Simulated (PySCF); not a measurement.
1-chloro-2-fluorocyclobutene (C4H4ClF), SMILES C1C(=C(Cl)C1)F. Coordinates come from a PBE0-D3(BJ)/def2-SVP optimisation.

Computed equilibrium geometry at PBE0-D3(BJ)/def2-SVP (PySCF confirms it by a frequency run) as bond lengths and angles, and its point group:
point group Cs.
Atoms: F1 C2 C3 Cl4 C5 C6 H7 H8 H9 H10. Bonded distances (Å): F1–C2 1.313, C2–C3 1.339, C2–C6 1.496, C3–Cl4 1.703, C3–C5 1.507, C5–C6 1.562, C5–H7 1.101, C5–H8 1.101, C6–H9 1.102, C6–H10 1.102. Angles (°): F1–C2–C3 134.5, F1–C2–C6 130.1, C3–C2–C6 95.4, C2–C3–Cl4 135.3, C2–C3–C5 93.2, Cl4–C3–C5 131.6, C3–C5–C6 86.3, C3–C5–H7 115.3, C3–C5–H8 115.3, C6–C5–H7 114.5, C6–C5–H8 114.5, H7–C5–H8 109.6, C2–C6–C5 85.2, C2–C6–H9 115.7, C2–C6–H10 115.7, C5–C6–H9 114.6, C5–C6–H10 114.6, H9–C6–H10 109.4.
Charge 0, spin multiplicity 1.
